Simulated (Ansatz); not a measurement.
System: BaF, charge 0, doublet. BaF (SMILES [F][Ba], doublet).
B3LYP-D3(BJ)/def2-TZVP minimum from Ansatz (a program for electronic structure):
```xyz
2

Ba     0.0000     0.0000    -0.3002
F      0.0000     0.0000     1.8681
```
Charge 0, spin multiplicity 2.

Total energies in def2-QZVPP, 9 correlated electrons, 5 frozen orbitals. Radicals and triplets start from unrestricted determinants; spin-orbit coupling is neglected. Cores are frozen in correlated methods (noble-gas shells, and filled d and f shells in the p block). Past Kr the def2 sets carry scalar-relativistic core potentials. The spin of BaF ([F][Ba], doublet) was assumed, and the state is the lowest solution found for it.

```
method    program  energy (Eh)  minus CCSDT(Q) (mEh)
--------  -------  -----------  --------------------
HF         Ansatz   -124.67568                309.14
MP2        Ansatz   -124.98102                  3.80
CCSD       Ansatz   -124.97475                 10.07
CCSD(T)    Ansatz   -124.98459                  0.23
CCSDT(Q)   Ansatz   -124.98482                  0.00
```

Rough core times of Ansatz's runs on a shared machine: CCSD(T) 30 s, CCSDT(Q) 20 min.
